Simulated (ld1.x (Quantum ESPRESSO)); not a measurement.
Which change was made? (As, TM)

* Element: arsenic (As)
* Generator: ld1.x (Quantum ESPRESSO) 7.5
* Type: norm-conserving Troullier–Martins (Kleinman–Bylander form)
* Functional: LDA (PZ)
* Relativity: scalar-relativistic
* Frozen core: [Ar] 3d10
* Valence charge: 5
* Reference configuration: 4s2 4p3
* Partial waves: 4p (bound): rc 1.90 bohr; 4d channel at 0.45 Ry: rc 1.90 bohr; 4s (bound): rc 1.70 bohr
* Local potential: the s channel
* Core correction: none

Cutoffs, loose and tight: the cutoffs (Ry, on a coarse ladder) from which the occupation-weighted sum of valence levels, in a spherical-Bessel basis at the reference potential, stays within 10 and 1 mRy of its value at 400 Ry. They do not see the model core or the augmentation charge, which bear on the density cutoff. Test errors are all-electron minus pseudo excitation energies from the reference, over the configurations 4s2 4p2; 4s2 4p1; 4s2 4p0; 4s1 4p3; 4s1 4p4; 4s2 4p2.5; 4s0 4p5 (two spin-polarised tests are not counted in the largest error); variants that change the core or the reference have their own tests. The largest error is taken over the tests solved by every variant that gives reliable tests at all, those not shown here included: 4s0 4p5; 4s1 4p3; 4s1 4p4; 4s2 4p1; 4s2 4p2; 4s2 4p2.5.

The base gives: outcome: generated; cutoff, loose: 35 Ry; cutoff, tight: 50 Ry; bound ghosts: d; largest test error (meV): +30.

After one change the result is: outcome: generated; cutoff, loose: 35 Ry; cutoff, tight: 50 Ry; bound ghosts: d; largest test error (meV): -23. Which change was it?
A. core correction a·sin(br)/r model core inside 0.90 bohr
B. functional PBE
C. core [Ar], valence charge 15; reference 3d10 4s2 4p2; waves now 4s (bound): rc 1.70 bohr; 4p (bound): rc 2.00 bohr; 4f channel at 0.2 Ry: rc 1.60 bohr; 3d (bound): rc 0.90 bohr; local potential the d channel; core correction Bessel-smoothed model core inside 0.60 bohr
D. wave 4p (bound): rc 1.90 bohr becomes 4p (bound): rc 2.94 bohr
E. wave 4d channel at 0.45 Ry: rc 1.90 bohr becomes 4d channel at 2.82 Ry: rc 1.90 bohr

B. The others give: wave 4p (bound): rc 1.90 bohr becomes 4p (bound): rc 2.94 bohr → outcome: generated; cutoff, loose: 35 Ry; cutoff, tight: 45 Ry; bound ghosts: d, p; largest test error (meV): +58 | core correction a·sin(br)/r model core inside 0.90 bohr → outcome: generated; cutoff, loose: 35 Ry; cutoff, tight: 50 Ry; bound ghosts: d; largest test error (meV): -36 | wave 4d channel at 0.45 Ry: rc 1.90 bohr becomes 4d channel at 2.82 Ry: rc 1.90 bohr → outcome: generated; cutoff, loose: 35 Ry; cutoff, tight: 50 Ry; bound ghosts: none; largest test error (meV): +30 | core [Ar], valence charge 15; reference 3d10 4s2 4p2; waves now 4s (bound): rc 1.70 bohr; 4p (bound): rc 2.00 bohr; 4f channel at 0.2 Ry: rc 1.60 bohr; 3d (bound): rc 0.90 bohr; local potential the d channel; core correction Bessel-smoothed model core inside 0.60 bohr → outcome: generated; cutoff, loose: 300 Ry; cutoff, tight: over 300 Ry; bound ghosts: s, p; largest test error (meV): -661.
